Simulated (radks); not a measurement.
Values are calculated unless marked as measured or tabulated.
Species: Cd VIII. Configuration: [Kr] 4d5. Level of theory: Dirac Kohn-Sham, PBE, spin-unpolarised, spherical densities, finite nucleus; open shells fill j = l - 1/2 first; Fermi nuclear charge, rms radius 4.6087 fm (a radial shooting solver on a logarithmic mesh with Libxc functionals).

Unscreened Slater integrals over Kohn-Sham orbitals (eV). Large and small components are both included.

| integral | value |
|---|---|
| F0(4d5/2,4d5/2) | 23.272 |
| F2(4d5/2,4d5/2) | 11.956 |
| F4(4d5/2,4d5/2) | 7.9871 |
| F0(4d5/2,4d3/2) | 23.364 |
| F2(4d5/2,4d3/2) | 11.999 |
| G2(4d5/2,4d3/2) | 11.990 |
| G4(4d5/2,4d3/2) | 8.0101 |
| F0(4d5/2,4p3/2) | 24.744 |
| F2(4d5/2,4p3/2) | 12.711 |
| G1(4d5/2,4p3/2) | 16.152 |
| G3(4d5/2,4p3/2) | 10.058 |
| F0(4d5/2,4p1/2) | 25.020 |
| G3(4d5/2,4p1/2) | 10.036 |
| F0(4d3/2,4d3/2) | 23.457 |
| F2(4d3/2,4d3/2) | 12.044 |
| F0(4d3/2,4p3/2) | 24.857 |
| F2(4d3/2,4p3/2) | 12.786 |
| G1(4d3/2,4p3/2) | 16.256 |
| G3(4d3/2,4p3/2) | 10.127 |
| F0(4d3/2,4p1/2) | 25.139 |
| G1(4d3/2,4p1/2) | 16.289 |
| F0(4p3/2,4p3/2) | 26.569 |
| F2(4p3/2,4p3/2) | 14.034 |
| F0(4p3/2,4p1/2) | 26.920 |
| G2(4p3/2,4p1/2) | 14.171 |
| F0(4p1/2,4p1/2) | 27.291 |
